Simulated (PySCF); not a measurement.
Spinor energies of Si⁺ (silicon, charge +1)

Start: [Ne] 3s2 3p1; 3p1/2 filled at m_j = +1/2. Calculated with PySCF 2.14 in x2c-TZVPall-2c with one added diffuse shell each of s, p type (6s7p2d1f, 44 functions): generalised Hartree-Fock with the X2C-1e Hamiltonian and a Gaussian nucleus; one run each with spin-orbit coupling (SO) switched off, then screened by Boettger's factors.

```csv
spinor shell,electrons,"ε, spin-free (eV)","ε, screened SO (eV)",weight of nominal j (screened SO),"rms radius, screened SO (bohr)"
1s1/2,2,-1886.7,-1886.7,1.000,0.129
2s1/2,2,-177.87,-177.86,1.000,0.612
2p1/2,2,-125.35,-126.02,0.983,0.597
3s1/2,2,-22.951,-22.945,0.994,2.25
3p1/2,1,-16.296,-16.320,0.924,2.65
```

Where does 2p3/2 lie, and what is the 2p spin-orbit splitting (screened SO)?

At -125.00 eV, 1.017 eV above 2p1/2.

| quantity | spin-free | screened SO |
| --- | --- | --- |
| E (hartree) | -289.17566 | -289.17676 |
| M_J | 1/2 | 1/2 |
| ⟨J²⟩ | 1.052 | 1.002 |
| ⟨L²⟩ | 2.070 | 2.070 |
| ⟨S²⟩ | 0.773 | 0.773 |

Each row is a mean over spinors that exchange with the open shell spreads, by up to 0.734 eV (2p1/2).

⟨J²⟩ departs a little from M_J(M_J + 1) because the unrestricted spinors polarise the closed shells.

Without spin-orbit coupling the j labels of p, d and f shells carry no meaning; the spin-free column gives the mean over the occupied spinors of each nl shell, and its ⟨J²⟩ belongs to a mixture of degenerate components.
